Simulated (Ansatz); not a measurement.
Born–Oppenheimer molecular dynamics of C$_{4}$H$_{13}$NSi (19 atoms, charge 0, multiplicity 1). It starts from a relaxed structure.

Method: RHF/STO-3G in Ansatz 0.2.0.

| Quantity | Value |
| --- | --- |
| ensemble | NVT, Langevin thermostat |
| time step | 1 fs |
| steps asked | 166 |
| set temperature | 300 K |
| friction | 0.02 /fs |
| seed | 587925 |

First frame:

```xyz
19
Properties=species:S:1:pos:R:3
Si 0.047 -0.001 0.005
N 0.134 -0.340 1.724
C -1.139 -0.636 2.408
H -1.724 -1.341 1.819
H -0.945 -1.093 3.380
H -1.758 0.251 2.582
C 0.995 0.522 2.555
H 1.165 0.057 3.526
H 1.965 0.655 2.077
H 0.572 1.516 2.737
C 1.752 -0.108 -0.730
H 2.248 -1.024 -0.435
H 1.702 -0.097 -1.812
H 2.380 0.719 -0.426
C -0.691 1.671 -0.360
H -1.682 1.770 0.064
H -0.084 2.475 0.036
H -0.778 1.826 -1.428
H -0.792 -1.004 -0.559
```

**Question.** What does the run give?

**Answer.** All steps were run.

| Item | Value |
| --- | --- |
| steps done | 166 |
| time covered | 166 fs |
| mean temperature over the second half | 280 K |
| spread of the potential energy over the second half | 5.1 meV per atom |
| mean potential energy of the second half above the start | 35.1 meV per atom |

A run of 0.17 ps of so small a system gives no equilibrium averages. Limits of this set-up: minimal basis.

**Question.** What happens to the structure?

**Answer.** The same pairs are bonded in the first frame and the last. Pairs count as bonded within 1.25 times the sum of covalent radii (0.12 Å more for H–H). The details hang on the random start.

**Question.** How do temperature and energy run in time?

**Answer.** 
```
time (fs)  T (K)  potential energy less start (eV)
      0.0    284                             0.000
      8.0    207                             0.325
     16.0    195                             0.363
     24.0    186                             0.585
     32.0    226                             0.428
     40.0    170                             0.718
     48.0    217                             0.709
     56.0    220                             0.697
     64.0    230                             0.613
     72.0    205                             0.538
     80.0    240                             0.537
     88.0    294                             0.501
     96.0    244                             0.778
    104.0    221                             0.667
    112.0    255                             0.821
    120.0    259                             0.712
    128.0    277                             0.580
    136.0    289                             0.649
    144.0    247                             0.878
    152.0    331                             0.616
    160.0    327                             0.613
```

Run time: 7.4 min on 1 thread of Intel(R) Xeon(R) Platinum 8259CL CPU @ 2.50GHz (Skylake/Cascade Lake), with other jobs on the host, peak memory 0.12 GiB.
